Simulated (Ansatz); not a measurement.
`C=C=C([SiH3])BF`, charge 0, multiplicity 1.

(1) Give a relaxed structure at PBE0-D4/def2-TZVP (Ansatz). (An estimate is asked.)

Answers

(1) The calculation gave: 
```xyz
12

C    -0.769    1.973    1.077
C    -0.252    0.955    0.462
C     0.272   -0.071   -0.161
Si   -0.675   -1.686   -0.258
B     1.668    0.118   -0.788
F     2.228   -0.904   -1.425
H    -0.595    2.131    2.136
H    -1.385    2.691    0.547
H    -1.974   -1.532    0.443
H    -0.913   -2.046   -1.680
H     0.112   -2.772    0.380
H     2.283    1.144   -0.732
```
Point group Cs.
This is one stationary point; other conformers may exist.
